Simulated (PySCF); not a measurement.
**Static response to an electric field**

Compound: C6H9NO.
Geometry (GFN2-xTB, Å), atoms numbered from 1 in this order:
```xyz
17
C6H9NO angstrom
C      3.721    0.709   -0.829
C      2.695    0.115   -0.226
C      1.326    0.537   -0.372
C      0.301   -0.069    0.237
N     -1.016    0.326    0.097
C     -2.067   -0.291    0.722
C     -3.402    0.335    0.384
O     -1.925   -1.237    1.460
H      3.580    1.561   -1.475
H      4.733    0.370   -0.701
H      2.862   -0.739    0.417
H      1.144    1.390   -1.014
H      0.426   -0.921    0.889
H     -1.199    1.116   -0.506
H     -4.189   -0.190    0.917
H     -3.409    1.384    0.675
H     -3.587    0.267   -0.686
```

Level: CAM-B3LYP/def2-SVPD (PySCF), static field, nuclei fixed, core orbitals frozen in the response. The polarisability tensor in these axes (au):

```
x   152.11  15.17 -24.55
y    15.17  72.69 -15.52
z   -24.55 -15.52  71.08
```

Problem. Give the principal values, the mean and the anisotropy Δα = √{½[(α1 − α2)² + (α2 − α3)² + (α1 − α3)²]}.

Solution. Principal values 55.59, 77.36 and 162.93 au; mean 98.63 au = 14.61 Å³ = 16.26 × 10⁻⁴⁰ C²·m²/J; Δα = 98.28 au (100 % of the mean).

Problem. What is the dipole moment, and where does it point?

Solution. (-0.97, 2.78, -2.11) D, 3.62 D in size, pointing from the negative to the positive side. Measured along this direction, the outermost atoms are H11 at the negative end and H16, H17 and H14 at the positive end.

Problem. What would n − 1 = 2πNα be for an ideal gas of these molecules at 400 K and 1 atm, electronic part alone?

Solution. N = p/kT = 1.8347 × 10¹⁹ cm⁻³, so n − 1 = 2π × N × 14.61 × 10⁻²⁴ cm³ = 1685 × 10⁻⁶ at long wavelengths, for an ideal gas.

Problem. How large is μ²/3kT at 500 K beside α?

Solution. In Gaussian units μ²/3kT = 63.33 Å³ against 14.61 Å³, a ratio of 4.33; the Debye molar polarisation (4π/3)N_A(α + μ²/3kT) is 196.6 cm³/mol, leaving out the vibrational part.

Problem. Find the Langevin capture rate constant for NH4+ (18.034 u) meeting this molecule (111.068 u), k = 2.342 × 10⁻⁹ cm³/s × √(α in Å³ / reduced mass in u).

Solution. The reduced mass is 15.52 u, so k = 2.27 × 10⁻⁹ cm³/s. The formula leaves out the permanent dipole, which adds to the capture rate.

Problem. What molar refraction does this α imply?

Solution. Lorentz–Lorenz: R = (4π/3)N_A α = 2.5225 cm³/(mol·Å³) × 14.61 Å³ = 36.9 cm³/mol, in the limit of long wavelengths.

Geometry: GFN2-xTB, one conformer, isolated molecule.

These values come from a run that also computed excited states. Time: 54 s of wall time. Hardware: one thread of an Arm Neoverse V1, on a shared host.
